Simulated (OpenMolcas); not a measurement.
Mo4+ with 6 ligands (fluoride) in octahedral coordination (Oh) at 1.96 Å. A charge of +0.333 e stands 2.4 Å behind each ligand. Ligand basis ANO-RCC-VDZP.
```
Mo    0.0000    0.0000    0.0000
F     1.9600    0.0000    0.0000
F     0.0000    1.9600    0.0000
F    -1.9600    0.0000    0.0000
F     0.0000   -1.9600    0.0000
F     0.0000    0.0000    1.9600
F     0.0000    0.0000   -1.9600
```

- Program: OpenMolcas
- Method: SS-CASPT2, IPEA 0.25 Eh, imaginary shift 0.1 Eh (closed shells correlated: 4s 4p and the ligand valence shells)
- Basis: ANO-RCC-VDZP [6s5p3d1f]
- Scalar Hamiltonian: DKH2, point nucleus
- Active space: 2 electrons in 5 orbitals (4d)
- State averaging: 2S+1 = 3 even, 10 roots; 2S+1 = 1 even, 15 roots
- Spin-orbit coupling: RASSI with atomic mean-field integrals over the reference wave functions

What is the spin-free ground state (labels of O, the rotations of Oh)?

3T1, 3-fold in its orbital part; it has the highest spin that d2 allows.

Where is the first state of the same spin?

3T2 at 29700 cm-1 above the ground state.

What are the lowest two levels with spin-orbit coupling?

A 2-fold level E, then a 3-fold level T2 31 cm-1 above it. Their leading multiplicities are 3 (99 %) and 3 (99 %).

What is χT at 300 K, and how does it compare with the textbook value?

The lowest level has 2S+1 = 3, for which the spin-only value is χT = S(S+1) / 2 = 1.000 cm3 K/mol (g = 2). The computed 0.376 at 300 K differs by -0.624, through orbital momentum, spin-orbit coupling and any other state in reach. With a threefold ground state the orbital momentum is unquenched, so the spin-only value is not expected to hold.

Which ligand-field parameters describe the states?

A least-squares ligand-field fit to the states below 45000 cm-1, each weighted by its degeneracy and with a free common offset, gives 10Dq = 30207 cm-1, B = 596 cm-1 and C = 1968 cm-1 (C/B = 3.30), with an rms deviation of 396 cm-1. The same method and metal basis give the free ion B = 782 cm-1 (fit to its terms below 60000 cm-1, rms deviation 500 cm-1), so the nephelauxetic ratio is β = 596 / 782 = 0.76; it hangs on how both fits weigh the states, and computed free-ion B values tend to be too large, so β mixes covalency with correlation.

Roots that are degenerate in the reference are averaged as groups; the widest CASPT2 spread within a group is 320 cm-1 (the 3-fold group of multiplicity 1 near 37300 cm-1 above the lowest state of its run). Shifts and gaps below about the spread of the groups concerned are not significant. Over all roots computed the reference weight is 0.70 to 0.71; a low but even weight reflects the number of correlated electrons. An orbital triplet at a regular site is open to Jahn-Teller coupling, which can distort the site and quench the lowest spin-orbit gaps and is left out. The least metal-like active orbital is 78 % on the metal (Löwdin) and no ligand orbital is active, so the numbers are rough. Ligand-to-metal charge-transfer states are missing. With no ligand orbital active B as a rule stays too high, so bands that hang on it stand too high and its fall with covalency is understated. With one d shell and no ligand orbital active, 10Dq can be off by a tenth or more. No measured value stands beside these numbers; the geometry was imposed, not optimised, and the real ion may take another.
